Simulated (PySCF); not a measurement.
**Computed structure and properties of [GdF4]−**

System: [GdF4]− (singlet in the valence; each metal's 4f electrons, 7 of them, lie in its core potential, out of spins and levels); start: template (Td). Method: PySCF 2.14.0, RKS PBE0, Gd lcecp-1-SVP with ECP53, F def2-SVP; non-relativistic Hamiltonian with scalar-relativistic core potentials where named; density fitting; no spin-orbit coupling.

Input of the relaxation:

```python
mol = gto.M(atom='''
Gd     0.00000    -0.00000     0.00000
F      1.21770     1.21770     1.21770
F     -1.21770    -1.21770     1.21770
F      1.21770    -1.21770    -1.21770
F     -1.21770     1.21770    -1.21770''',
    basis={'Gd': 'lcecp-1-SVP', 'F': 'def2-SVP'},
    ecp={'Gd': 'lcecp-1-SVP'},
    charge=-1, spin=0)
mf = dft.RKS(mol, xc='PBE0')
mf.grids.atom_grid = (50, 194)  # f atoms: unpruned, at least (60, 302)
mf = mf.density_fit()  # fitting sets: Gd AutoAux, F def2-universal-JKFIT
mf.conv_tol = 1e-08; mf.max_cycle = 55
mf.kernel(dm0)  # dm0: converged density of the start geometry
# quasi-Newton relaxation in Cartesian coordinates to a largest gradient under 0.00045 Eh/bohr, steps kept in the point group
```

Run from Python with OMP_NUM_THREADS=2; the lines above give its settings. Where DIIS fails, smearing, a level shift and second-order steps follow.
It took 8 s on 2 threads of Arm Neoverse V1, with other jobs on the host, from the converged density of the start.

Course of the relaxation:

```tsv
step	energy above end (eV)	largest force component within the symmetry (eV/Å)
0	0.0081	0.160
1	0.0006	0.043
2	0.0000	0.002
```

Relaxed geometry (Td):

```xyz
5

Gd    0.0000    0.0000    0.0000
F     1.2092    1.2092    1.2092
F    -1.2092   -1.2092    1.2092
F     1.2092   -1.2092   -1.2092
F    -1.2092    1.2092   -1.2092
```

```
   contact      Å
Gd1–F2 (F)  2.094
Gd1–F3 (F)  2.094
Gd1–F4 (F)  2.094
Gd1–F5 (F)  2.094
```

On the finer grid (75, 302):

The HOMO is -4.88 eV and the LUMO is 3.79 eV. The dipole about the centre of mass is 0.00 D, the set of Mulliken populations of Gd1 outside the core potential is s 2.16, p 6.36, d 1.32, f 0.10 and the D3(BJ) dispersion energy (not in the energies) is -0.059 eV.

```tsv
atom	Mulliken (e)	Löwdin (e)	spin (e)
Gd1	1.06	0.56	0.00
F2	-0.52	-0.39	0.00
F3	-0.52	-0.39	0.00
F4	-0.52	-0.39	0.00
F5	-0.52	-0.39	0.00
```

The 4f levels lie in the core potential and are missing. Their spin isn't counted.

On the grid (50, 194), as all that follows. Harmonic modes: a minimum; lowest 112 cm⁻¹ (negative: unstable), highest 532 cm⁻¹, zero-point energy 0.164 eV.

Taking off one F (charge -1, singlet; the rest: singlet) in vacuum, both parts rigid, costs 6.61 eV; the small basis without counterpoise inflates it.

Rigid scan of F along the line from its metal:

distance to F2 (Å), energy (eV) and a bar:
```
     1.79      1.169 ##########
     1.89      0.442 ####
     1.99      0.096 #
     2.09      0.000 
     2.19      0.070 #
     2.29      0.243 ##
     2.49      0.750 ######
     2.79      1.620 ##############
     3.19      2.654 ######################
     3.69      3.582 ##############################
```

One start shape was tried, so this needn't be the lowest isomer.

An lcecp potential fixes the number of 4f electrons, so in runs with it no electron can move into or out of that shell.
